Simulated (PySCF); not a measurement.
C₈H₁₁P.
Numbering: `[CH2:1]=[CH:2][P:3]1[CH:4]=[CH:5][CH:6]([CH3:7])[CH:8]=[CH:9]1`

Structure used (PBE0-D3(BJ)/def2-SVP), in Å, numbered top down from 1:
```
atom  x, y, z in Å
C1     3.940   -0.050    0.346
C2     2.693    0.235   -0.035
P3     1.245   -0.562    0.761
C4     0.245    0.902    1.159
C5    -0.990    1.135    0.696
C6    -1.758    0.277   -0.268
C7    -2.926   -0.425    0.442
C8    -0.919   -0.718   -1.018
C9     0.322   -1.111   -0.705
H10    4.137   -0.770    1.147
H11    4.809    0.424   -0.123
H12    2.507    0.959   -0.839
H13    0.686    1.597    1.882
H14   -1.527    2.019    1.061
H15   -2.209    0.955   -1.019
H16   -2.545   -1.119    1.206
H17   -3.584    0.306    0.937
H18   -3.534   -1.001   -0.273
H19   -1.407   -1.172   -1.890
H20    0.817   -1.867   -1.323
```

Definitions: NICS(0) = −σiso at the ring centroid; NICS(1) = −σiso and NICS(1)zz = −σzz at ±1 Å along the ring normal z. Level: GIAO B3LYP/pcSseg-1 (PySCF, non-relativistic, gas phase) on the PBE0-D3(BJ)/def2-SVP geometry, one conformer.

Ring bond lengths (Å): P3–C4 1.817, C4–C5 1.339, C5–C6 1.502, C6–C8 1.502, C8–C9 1.339, C9–P3 1.817.

**Question.** What do the NICS probes read (ppm)?

**Answer.** 
```tsv
ring	type	NICS(0)	NICS(1), two faces	NICS(1)zz, two faces	rms pucker (Å)	centre to ring atoms, mean (Å)
P3–C4–C5–C6–C8–C9	6-membered ring with P; formal bonds 2 double, 4 single	0.6	-1.1 / -1.4	2.3 / 1.7	0.11	1.54
```

**Question.** What can be read from them?

**Answer.** 
- P3–C4–C5–C6–C8–C9: mean NICS(1)zz 2.0 ppm, near zero. C6 has four or more neighbours, so the value isn't read as a sign of a π ring current.

**Question.** At the second NICS(1) probe listed for ring P3–C4–C5–C6–C8–C9, 1 Å off the ring, what do the in-plane components average?

**Answer.** The isotropic value is a third of the trace: (3 × -1.4 − (1.7))/2 = -2.9 ppm.

**Question.** How do the values depend on the level or the medium?

**Answer.** 
```tsv
level	NICS(0), P3–C4–C5–C6–C8–C9	mean NICS(1)zz, P3–C4–C5–C6–C8–C9
B3LYP/pcSseg-1, gas	0.6	2.0
PBE0/pcSseg-1, gas	0.5	2.0
PBE0/pcSseg-1, IEF-PCM tetrahydrofuran	0.7	2.0
```

The geometry is the same throughout; the continuum's cavity takes Bondi-type radii × 1.2.
